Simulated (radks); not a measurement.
The numbers below are computed, except where a source is named.
La6+, configuration [Kr] 4d10 5s2 5p3 (the NIST ground configuration). Code: a radial shooting solver on a logarithmic mesh with Libxc functionals. Model: Dirac Kohn-Sham, BLYP, spin-unpolarised, spherical densities, finite nucleus; open shells are shared between the two j in proportion to 2j + 1; Fermi nuclear charge, rms radius 4.855 fm. Some entries of the table are withheld. Estimate them.

orbital  occ.  eigenvalue (eV)  <r> (bohr)
1s1/2       2        -38792.22         (1)
2s1/2       2        -6232.414      0.1070
2p1/2       2        -5882.665     0.08989
2p3/2       4        -5469.327     0.09599
3s1/2       2        -1387.839         (2)
3p1/2       2        -1240.275      0.2746
3p3/2       4        -1159.707      0.2867
3d3/2       4        -900.9890      0.2577
3d5/2       6        -883.7455      0.2614
4s1/2       2        -334.9092         (3)
4p1/2       2        -280.5298      0.6729
4p3/2       4        -263.2692      0.6996
4d3/2       4              (4)      0.7565
4d5/2       6              (5)      0.7657
5s1/2       2        -101.6367         (6)
5p1/2       1         -85.1753         (7)
5p3/2       2         -81.9058         (8)
4f5/2       0         -70.8308      0.9925
4f7/2       0         -70.4952      0.9981
6s1/2       0         -47.1659       2.832

Answer. 
(1) 1s1/2 <r> (bohr): 0.02507
(2) 3s1/2 <r> (bohr): 0.2848
(3) 4s1/2 <r> (bohr): 0.6531
(4) 4d3/2 eigenvalue (eV): -173.9430
(5) 4d5/2 eigenvalue (eV): -170.9231
(6) 5s1/2 <r> (bohr): 1.465
(7) 5p1/2 <r> (bohr): 1.588
(8) 5p3/2 <r> (bohr): 1.642
